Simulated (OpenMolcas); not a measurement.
# Au: effect of the active space

```yaml
Program: OpenMolcas 26.06
Method: CASSCF or its RAS form
Basis: ANO-RCC-VTZP
Scalar_Hamiltonian: DKH2, point nucleus
Spin-orbit_coupling: RASSI with atomic mean-field integrals over the reference wave functions, term energies averaged over their components
```

A. 11 electrons in 6 orbitals (5d 6s); 2S+1 = 2 even, 6 roots; cost of the order of 7 core-seconds
B. 11 electrons in 9 orbitals (RAS2 5d 6s; RAS3 6p, at most 2 electrons); 2S+1 = 2 even, 6 roots; 2S+1 = 4 odd, 3 roots (0 in the spin-orbit step); cost roughly 50 core-seconds
C. 11 electrons in 11 orbitals (5d 6s 6d); 2S+1 = 2 even, 6 roots; cost roughly 4 core-minutes

Energies in cm-1 above 5d10 6s 2S 1/2, the measured ground level; measured values from NIST Handbook of Basic Atomic Spectroscopic Data.

| Level | A | B | C | Measured |
| --- | --- | --- | --- | --- |
| 5d10 6s 2S 1/2 | 0.0 | 0.0 | 0.0 | 0.0 |
| 5d9 6s2 2D 5/2 | 5330 | 382 | 12473 | 9161 |
| 5d9 6s2 2D 3/2 | 17566 | 12565 | 25138 | 21435 |

Deviations, from unrounded energies. A percentage is the sum of absolute deviations over the sum of measured energies, with the sign that they share, or ± where signs differ.

| Against measurement | Levels | A | B | C |
| --- | --- | --- | --- | --- |
| mean absolute deviation (cm-1) | 2 | 3900 | 8800 | 3500 |
| other configurations (%) | 2 | -25.2 | -57.7 | +22.9 |

C lies closest to measurement on these levels and B furthest from it. The largest miss of C in the table is 5d9 6s2 2D 3/2, by +3700 cm-1. The ranking rests on the paired levels alone, and a cruder setting can come out closer through cancelling errors.

Among A to C the level of the table that moves most is 5d9 6s2 2D 3/2, by 13000 cm-1 (lowest in B, highest in C).

Without dynamic correlation excited terms often stand tens of per cent too high (terms of higher spin than the ground term too low), and those without a measured partner can miss by more than the paired ones. A single d shell beside an s shell can misplace configurations of different d count against each other (holds for A; B). Some high roots are left out of the spin-orbit mixing, which shifts the levels that they would mix with (holds for B). Active for correlation alone: 6d; no level in the range computed is led by a configuration that fills it, so any true level of that kind is missing (holds for C). Measured partners are found by configuration, term and J. A level has none where our copy of the source lacks it or the pairing is in doubt (some pairs that miss far off the trend of their configuration count as doubtful), and it then counts in no deviation. Levels of configurations outside the active space are missing.
